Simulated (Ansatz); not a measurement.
Cd₂Se₃⁻. Charge -1, multiplicity 2. Geometry r2SCAN-D4/def2-SVPD; atoms count from 1.

```xyz
5

Cd    1.722    0.655   -0.259
Cd   -1.850   -0.191    0.056
Se   -3.333   -1.944    0.794
Se    3.930   -0.225    0.151
Se   -0.469    1.704   -0.743
```

In the def2 sets Cd takes a core potential; there is no spin–orbit coupling. Another isomer (doublet) lies 0.05 eV lower at PBE0-D4/def2-TZVPD; other spin states weren't run for this one.

Problem. Estimate the Mulliken populations from the PBE0/def2-TZVPD orbitals of Ansatz.

Solution. 
```
atom  charge (e)  spin (α − β)  d electrons
 Cd1        0.48         -0.05         9.98
 Cd2        0.48         -0.05         9.98
 Se3       -0.65          0.52            –
 Se4       -0.65          0.52            –
 Se5       -0.67          0.06            –
```
Mulliken values and Mayer orders depend strongly on the basis. With diffuse functions, as here, like atoms can get unlike values, and bond orders can come out too low or too high.

Problem. Where does the spin sit?

Solution. Summed by element: Cd -0.09, Se 1.09, of 1 unpaired in all. Largest on single atoms: Se4 0.52, Se3 0.52, Se5 0.06.

Problem. And the Mayer bond orders between bonded heavy atoms (over 0.3)?

Solution. Cd1–Se4 1.11 (2.41 Å); Cd1–Se5 0.85 (2.48 Å); Cd2–Se3 1.11 (2.41 Å); Cd2–Se5 0.85 (2.48 Å). Values over 0.3 also appear between atoms too far apart for a bond (Se3–Se4 0.39 at 7.49 Å); they arise where an orbital or an unpaired electron spreads over both atoms.
